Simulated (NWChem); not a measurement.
BeClF; SMILES [F][Be][Cl]

```xyz
3

Be     0.0000     0.0000     0.5998
F      0.0000     0.0000     1.9747
Cl     0.0000     0.0000    -1.2084
```
Atoms are numbered in this order, from 1.

All runs use the structure optimised with B3LYP/6-31G* (spherical d).

List the 4 lowest vertical singlet excitations and the 4 lowest triplet ones from PBE0/def2-SVPD, full TDDFT (NWChem).


```
state  energy (eV)  oscillator strength  leading excitation (squared amplitude)
-----  -----------  -------------------  --------------------------------------
S1            7.88                0.062                      HOMO → LUMO (0.90)
S2            7.88                0.062                    HOMO−1 → LUMO (0.90)
S3            8.50                0.000                  HOMO−1 → LUMO+1 (0.47)
S4            8.52                0.000                  HOMO−1 → LUMO+1 (0.47)
T1            7.54       spin-forbidden                    HOMO−1 → LUMO (0.95)
T2            7.54       spin-forbidden                      HOMO → LUMO (0.95)
T3            7.86       spin-forbidden                  HOMO−1 → LUMO+2 (0.44)
T4            8.16       spin-forbidden                  HOMO−1 → LUMO+2 (0.46)
```
